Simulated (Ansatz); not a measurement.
## Match the barriers

Saddle point of AlAsNH₇O₂, singlet (AlNH₄O₂ ([NH2][Al]([OH])[OH]) + AsH₃ → AlAsH₄O₂ ([OH][Al]([OH])[AsH2]) + NH₃ (still joined by a long Al–N bond); bonds formed: Al1–As6, N2–H5; bonds broken: H5–As6; bonds weakened to dative contacts: Al1–N2), PBE0-D4/def2-TZVP structure:

Al1  (-0.123, -0.479, -0.415)
N2  (1.674, -0.113, -0.193)
O3  (-0.673, -1.747, 0.564)
O4  (-0.619, -0.063, -1.984)
H5  (0.961, 0.950, 0.475)
As6  (-0.411, 1.898, 1.144)
H7  (2.235, 0.189, -0.979)
H8  (2.234, -0.661, 0.447)
H9  (-1.581, -1.952, 0.769)
H10  (-1.485, -0.214, -2.353)
H11  (-0.692, 0.898, 2.258)
H12  (-1.520, 1.295, 0.267)
(Å)

Computed with Ansatz 0.2.0 (basis: def2-TZVPP, with def2-QZVPP for the basis limit); correlated methods freeze the cores. Filled d shells of the heavier atoms are correlated. The def2 sets are not built for correlating such inner shells, so the correlated values are less sure here. B3LYP uses VWN-RPA correlation. Extrapolation: Hartree–Fock as exp(−7.88 √X), correlation as X^−2.97. Four methods, as single points on the PBE0-D4 structures, gave these electronic barriers from the start structure: 61.2, 68.9, 83.5, 126.8 kJ/mol.

(1) The methods were, in alphabetical order, B3LYP-D4, BHLYP-D4, BLYP-D4, HF. Which gave which? (A judgement: the text doesn't fix the answer.)

The T1 diagnostic stays at or below 0.012.

## Answers

(1) The calculation gives: BLYP-D4 61.2; B3LYP-D4 68.9; BHLYP-D4 83.5; HF 126.8 kJ/mol. For comparison, CCSD(T) at an estimated basis limit (MP2 extrapolated from triple and quadruple zeta, plus CCSD(T) − MP2 in triple zeta) gives 70.2 kJ/mol.

Labels in which every atom is bracketed show which atoms are joined, not bond orders.

For scale, one of the runs: CCSD(T)/def2-TZVPP, 281 basis functions, launched by `ansatz run in.yaml --threads 8 --pin off --events-out ev --progress --plain --max-ram 19148MiB`. Hardware: 8 CPU threads of an Intel Xeon, shared host. Wall time 5.2 min; peak host memory 8.3 GiB.
